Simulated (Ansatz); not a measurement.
## Which method gave which barrier?

Saddle point of BNH$_{3}$ClF$_{2}$, singlet (BClF₂ ([F][B]([F])[Cl]) + NH₃ → BNH₂F₂ ([NH2][B]([F])[F]) + HCl; bonds formed: Cl2–H5; dative contacts that become bonds: B1–N6; bonds broken: B1–Cl2, H5–N6), PBE0-D4/def2-TZVP structure:

B1  (-0.412, 0.649, -0.306)
Cl2  (1.257, -0.740, -1.635)
F3  (-1.540, 0.444, -0.946)
F4  (0.153, 1.834, -0.274)
H5  (0.749, -0.850, -0.128)
N6  (-0.001, -0.355, 0.735)
H7  (-0.723, -1.000, 1.031)
H8  (0.516, 0.018, 1.523)
(Å)

Ansatz 0.2.0; basis: def2-TZVPP, with def2-QZVPP for the basis limit; cores frozen in the correlated methods. Extrapolation: Hartree–Fock as exp(−7.88 √X), correlation as X^−2.97. Four methods, as single points on the PBE0-D4 structures, gave these electronic barriers from the start structure: 98.1, 106.1, 122.1, 136.9 kJ/mol.

The methods were, in alphabetical order, BHLYP-D4, HF, PBE-D4, r2SCAN-D4. Which gave which? (A judgement: the text doesn't fix the answer.)

The calculation gives: PBE-D4 98.1; r2SCAN-D4 106.1; BHLYP-D4 122.1; HF 136.9 kJ/mol. For comparison, CCSD(T) at an estimated basis limit (MP2 extrapolated from triple and quadruple zeta, plus CCSD(T) − MP2 in triple zeta) gives 123.0 kJ/mol.

The T1 diagnostic stays at or below 0.012.

The step is the kind of exchange with an N–H group that builds nitride films in atomic layer and chemical vapour deposition.

Labels in which every atom is bracketed show which atoms are joined, not bond orders.

For scale, one of the runs: CCSD(T)/def2-TZVPP, 208 basis functions, launched by `ansatz run in.yaml --threads 4 --pin off --events-out ev --progress --plain --max-ram 9574MiB`. The run took 67 s on 4 CPU threads of an Arm Neoverse V2 (shared host), with 3 GiB of host memory at its peak.
